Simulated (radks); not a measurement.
Q: Species: Pt22+. Configuration: [Kr] 4d10 4f10. Calculated with a radial shooting solver on a logarithmic mesh with Libxc functionals: scalar-relativistic Kohn-Sham, r2SCAN, spin-polarised, spherical densities, finite nucleus; open shells are filled with parallel spins first (spin-orbit coupling, left out, can overturn this in heavy ions); meta-GGA in the generalised Kohn-Sham scheme; Fermi nuclear charge, rms radius 5.427 fm. Some entries of the table are withheld. Estimate them.

| orbital | occ. | eigenvalue (eV) | <1/r> (bohr^-1) |
|---|---|---|---|
| 1s down | 1 | -79108.21 | 93.91 |
| 1s up | 1 | -79108.19 | 93.91 |
| 2s up | 1 | -14425.22 | 22.03 |
| 2s down | 1 | -14425.17 | 22.03 |
| 2p up | 3 | -12582.07 | 19.67 |
| 2p down | 3 | -12582.01 | 19.67 |
| 3s up | 1 | -3860.359 | 8.182 |
| 3s down | 1 | -3855.475 | 8.191 |
| 3p up | 3 | -3320.912 | 7.480 |
| 3p down | 3 | -3315.971 | 7.488 |
| 3d up | 5 | -2734.806 | 7.036 |
| 3d down | 5 | -2731.056 | 7.043 |
| 4s up | 1 | -1285.423 | 3.559 |
| 4s down | 1 | -1277.801 | 3.551 |
| 4p up | 3 | -1103.560 | 3.247 |
| 4p down | 3 | -1096.276 | 3.239 |
| 4d up | 5 | (1) | 2.953 |
| 4d down | 5 | (2) | 2.944 |
| 4f up | 7 | -638.0054 | 2.638 |
| 4f down | 3 | -630.0415 | 2.629 |
| 5s up | 0 | (3) | 1.745 |
| 5s down | 0 | (4) | 1.736 |
| 5p up | 0 | -519.8981 | (5) |
| 5p down | 0 | -516.2971 | (6) |

A: 
(1) 4d up eigenvalue (eV): -882.4586
(2) 4d down eigenvalue (eV): -875.1682
(3) 5s up eigenvalue (eV): -585.3278
(4) 5s down eigenvalue (eV): -581.2098
(5) 5p up <1/r> (bohr^-1): 1.600
(6) 5p down <1/r> (bohr^-1): 1.590
